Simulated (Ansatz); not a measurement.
## A geometry optimisation of Ga2HP2− with BLYP-D3(BJ)/def2-SVPD

The starting geometry of this gas-phase singlet was optimised with GFN2-xTB.

```yaml
atoms:
  - { symbol: Ga, position_ang: [0.8681, 2.8965, -1.0053] }
  - { symbol: Ga, position_ang: [-0.2303, -0.1634, 0.3098] }
  - { symbol: P, position_ang: [1.3847, 1.2986, 0.8488] }
  - { symbol: P, position_ang: [1.0240, 0.4427, -1.4476] }
  - { symbol: H, position_ang: [-1.4897, -1.0485, 0.8281] }
```

**Question.** Predict what becomes of its bonds when it is optimised with BLYP-D3(BJ)/def2-SVPD.

**Answer.** It keeps its bonds.

The energy falls by 0.12 eV over 6 steps:

```tsv
step	E − E(last) (eV)
1	0.122
2	0.012
3	0.000
4	0.000
5	0.000
6	0.000
```

Final geometry (Å):

```xyz
5

Ga    0.7068    2.8151   -0.9481
Ga   -0.2018   -0.1384    0.2932
P     1.4611    1.2909    0.9289
P     1.0810    0.3771   -1.5236
H    -1.4902   -0.9188    0.7835
```

The end wasn't checked by frequencies. Run with Ansatz 0.2.0, 6.3 s on 2 threads of Intel(R) Xeon(R) 6975P-C (Granite Rapids), with other jobs on the host.
